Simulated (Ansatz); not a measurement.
Isolated molecules relaxed with PBE0-D4/def2-TZVP in Ansatz; ΔE leaves out vibrations. CBS: MP2 limit from def2 TZ/QZ plus the TZ coupled-cluster correction, frozen cores. This one scheme is used for every species. DFT in def2-TZVPP. B3LYP here is the variant with VWN-RPA as its local correlation; programs differ in this. One conformer a species, not always the lowest.

Consider the hydrogenolysis of the Si–O bond: `CO[SiH](O)[SiH2]O` + H₂ → `CO[SiH2][SiH2]O` + H₂O.

```
             level  ΔE (kJ/mol)  difference from CCSD(T)/CBS
            PBE-D4         81.1                         -3.6
         r2SCAN-D4         90.4                          5.7
           PBE0-D4         80.3                         -4.4
           ωB97M-V         87.9                          3.2
               PBE         76.1                         -8.6
              PBE0         75.8                         -8.9
             B3LYP         80.5                         -4.2
     HF/def2-TZVPP         78.5                         -6.2
    MP2/def2-TZVPP         90.8                          6.1
SCS-MP2/def2-TZVPP         87.6                          2.9
   CCSD/def2-TZVPP         82.3                         -2.4
CCSD(T)/def2-TZVPP         84.8                          0.1
     HF/def2-QZVPP         78.7                         -6.0
    MP2/def2-QZVPP         90.8                          6.1
SCS-MP2/def2-QZVPP         87.6                          2.9
     MP2/CBS(def2)         90.7                          6.0
       CCSD(T)/CBS         84.7                            0
```

Largest T1 diagnostic among the species: 0.012.

In def2-TZVPP, CCSD(T) changes the Hartree–Fock value by +6.3 kJ/mol (the triples alone add +2.5 kJ/mol) and MP2 by +12.3 kJ/mol. The D4 term adds +7.9 kJ/mol with B3LYP and +4.5 kJ/mol with PBE0; it sums over pairs of atoms, weighted by their polarisabilities, and B3LYP, whose exchange is more repulsive, gets the larger term.
